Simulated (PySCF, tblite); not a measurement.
Compound: C5H6FNSi.
Numbering: `[CH:1]#[C:2][Si@H:3]1[C@H:4]([F:5])[C@@H:6]1[N:7]=[CH2:8]` (hydrogens: H9 on C1; H10 on Si3; H11 on C4; H12 on C6; H13, H14 on C8)

Cartesian coordinates in Å at the GFN2-xTB level; atoms count from 1:
```xyz
14
C5H6FNSi angstrom
C     -3.5999    0.7970   -0.3499
C     -2.5106    0.3870   -0.0444
Si    -0.8743   -0.2495    0.4777
C      0.2403   -0.8268   -0.9349
F      1.1368   -1.8462   -0.7480
C      0.6434    0.5703   -0.3941
N      1.8531    0.8381    0.2279
C      2.4619    0.0414    0.9889
H     -4.5449    1.1607   -0.6350
H     -0.6785   -0.8062    1.7999
H     -0.0753   -0.8387   -1.9747
H      0.4112    1.3607   -1.1045
H      2.1294   -0.9593    1.2732
H      3.4067    0.3711    1.3958
```

Method used: CAM-B3LYP/def2-SVPD in PySCF (dipole) on a GFN2-xTB geometry, gas phase.

Take the most abundant isotopes and a rigid rotor. The values belong to one conformer with, in the numbering `[CH:1]#[C:2][Si@H:3]1[C@H:4]([F:5])[C@@H:6]1[N:7]=[CH2:8]`, C4–C6–N7–C8 -36°.

Task: What are A, B and C (GHz)?

Result: Ia = 144.50, Ib = 490.06, Ic = 559.35 u·Å²; 505379 MHz·u·Å²/I gives 3498, 1031 and 903.5 MHz, that is A = 3.4975, B = 1.0313, C = 0.9035 GHz.

Task: What kind of rotor is it?

Result: A near-prolate asymmetric top; Ray's κ = -0.902.

Task: What does the inertial defect say?

Result: Not planar: Δ = Ic − Ia − Ib = -75.21 u·Å². For a rigid frame Δ = −2 Σ m c², so Σ m c² = 37.61 u·Å² lies off the ab plane: 10.97 from hydrogen and 26.64 from heavier atoms. The atom farthest from that plane is 2.00 Å away.

Task: Which lines would a microwave search look for?

Result: The dipole components are |μa| = 2.36 D, |μb| = 0.10 D, |μc| = 0.81 D. The squared components, which scale the intensities, stand as 1.00 : 0.00 : 0.12 (a : b : c). Some lines, for components of 0.1 D or more:

```tsv
type	branch	J(Ka,Kc)	MHz	lower level (cm⁻¹)
c	Q	1(1,1) ← 1(0,1)	2466	0.065
a	R	4(2,3) ← 3(2,2)	7735	0.725
a	R	4(1,3) ← 3(1,2)	7985	0.484
b	Q	5(2,4) ← 5(1,5)	8566	1.019
a	R	5(3,2) ← 4(3,1)	9692	1.405
b	R	5(2,3) ← 4(1,4)	18068	0.708
b	R	3(3,0) ← 2(2,1)	18458	0.531
c	R	5(3,3) ← 4(2,3)	22356	0.983
b	Q	5(5,0) ← 5(4,1)	22761	2.319
b	R	5(5,0) ← 4(4,1)	32446	1.996
```

Task: Estimate the classical rotational partition function at 100 K, 298.15 K and 500 K.

Result: Point group C1, symmetry number σ = 1; q = (√π/σ)·√((kT/h)³/(ABC)), k/h = 20836.6 MHz/K: 93400 at 100 K, 481000 at 298.15 K, 1040000 at 500 K.

Its GFN2-xTB frequencies are all real (lowest 68 cm⁻¹). No vibrational averaging or centrifugal distortion is included, and the geometry carries the error of its method. Quadrupole hyperfine structure (14N) is left out.
